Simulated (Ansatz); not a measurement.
Cost and result for the atomization energy of C2H6AlFO (11 atoms, 9 bonds).

Cartesian coordinates in Å:
```
O 0.940 -0.731 1.581
C 0.899 0.180 0.615
F -0.168 -1.858 -0.830
C -0.083 1.093 0.539
Al -0.965 -0.407 -1.135
H 1.418 -1.511 1.277
H 1.694 0.147 -0.128
H -0.857 1.135 1.296
H 0.008 1.908 -0.169
H -0.423 0.355 -2.419
H -2.464 -0.312 -0.626
```

The species carries charge 0 and has multiplicity 1. The bonds changed during the relaxation, so this is another structure than the one it started from. The structure was optimised at the PBE0-D4/def2-TZVP level. It is one conformer, not always the lowest. Program: Ansatz. All runs use 4 threads of an Arm Neoverse V1 on a shared host. Times are those of one run each, without the atoms' runs, and a repeat can differ threefold. Electronic energies, without spin–orbit coupling; frozen cores. CCSD(T)/CBS adds CCSD(T) − MP2 in def2-TZVPP to the MP2 limit, and its time is that of the two runs behind it. T1 = 0.013. B3LYP takes the VWN-RPA correlation (the form of Gaussian; ORCA's B3LYP/G).

CCSD(T)/CBS is a level of theory with its own doubt, some kJ/mol a heavy atom from the limit and from the frozen cores, so smaller differences don't rank the functionals.

| level | functions | wall time | atomization (kJ/mol) | difference from CCSD(T)/CBS | per bond |
| --- | --- | --- | --- | --- | --- |
| PBE-D4/def2-TZVPP (with forces) | 250 | 2.5 s | 4112.8 | 58.0 | 6.4 |
| PBE0-D4/def2-TZVPP | 250 | 2.7 s | 4027.8 | -27.0 | -3.0 |
| B3LYP-D4/def2-TZVPP (with forces) | 250 | 4.3 s | 4038.9 | -15.9 | -1.8 |
| r2SCAN-D4/def2-TZVPP (with forces) | 250 | 4.8 s | 4061.5 | 6.7 | 0.7 |
| B2PLYP/def2-TZVPP | 250 | 5.5 s | 4002.3 | -52.5 | -5.8 |
| ωB97X-V/def2-TZVPP | 250 | 7.5 s | 4047.2 | -7.6 | -0.8 |
| ωB97M-V/def2-TZVPP (with forces) | 250 | 11 s | 4056.3 | 1.5 | 0.2 |
| MP2/def2-QZVPP | 478 | 22 s | 4087.1 | 32.3 | 3.6 |
| CCSD(T)/def2-TZVPP | 250 | 2.5 min | 3949.2 | -105.6 | -11.7 |
| CCSD(T)/CBS(def2) | – | 2.9 min | 4054.8 | 0.0 | 0.0 |

From PBE to PBE0 (25 % exact exchange), in def2-TZVPP and without D4, the atomization energy moves by −81.8 kJ/mol: exact exchange takes away binding that semilocal exchange gives to molecules. In def2-TZVPP, CCSD(T) changes the Hartree–Fock value by +991.4 kJ/mol (the triples alone add +59.2 kJ/mol) and MP2 by +1066.1 kJ/mol; breaking electron pairs costs correlation energy, which Hartree–Fock lacks. The D4 term adds +32.2 kJ/mol with B3LYP and +16.9 kJ/mol with PBE0; it sums over pairs of atoms, weighted by their polarisabilities, and B3LYP, whose exchange is more repulsive, gets the larger term.
